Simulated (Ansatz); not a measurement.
The same path of BClH2 + BrH (6 atoms, charge 0, multiplicity 1) was run twice with different band settings. Lost on the way: B1–H2, Br5–H6. Made: B1–Br5, H2–H6.

Theory: RKS PBE0-D4/def2-TZVP (Ansatz).

Relaxed end points:

```xyz
6
Properties=species:S:1:pos:R:3
B 0.008 0.317 -0.124
H 0.108 0.712 0.994
H 0.941 0.004 -0.794
Cl -1.565 0.372 -0.875
Br 0.112 -2.448 1.051
H -0.602 -2.017 2.202
```

```xyz
6
Properties=species:S:1:pos:R:3
B -0.031 -0.658 -0.631
H -0.302 0.367 2.461
H 0.990 -0.067 -0.507
Cl -1.476 0.188 -1.062
Br -0.043 -2.535 -0.359
H -0.134 -0.356 2.552
```

Common settings: spring 5.0 eV/Å²; optimiser quadratic models (default); start path through a guess of the saddle point; force threshold 0.05 eV/Å; iteration limit 60; end points relaxed.

| run | movable images | climbing image |
| --- | --- | --- |
| 1 | 5 | yes |
| 2 | 4 | no |

**Question.** What does each run give, and how far can it be trusted?

**Answer.** Run 1: converged after 13 iterations, highest image 0.461 eV above the first end. A vibrational analysis at the climbing image gives one clearly imaginary mode, 652i cm⁻¹: a first-order saddle point.
Run 2: converged after 15 iterations, highest image 0.381 eV above the first end. No image climbed, so the highest image needn't sit at the top of the path.
The orbitals stay closed-shell, which can raise the energy where a bond breaks towards radicals; this wasn't checked here.
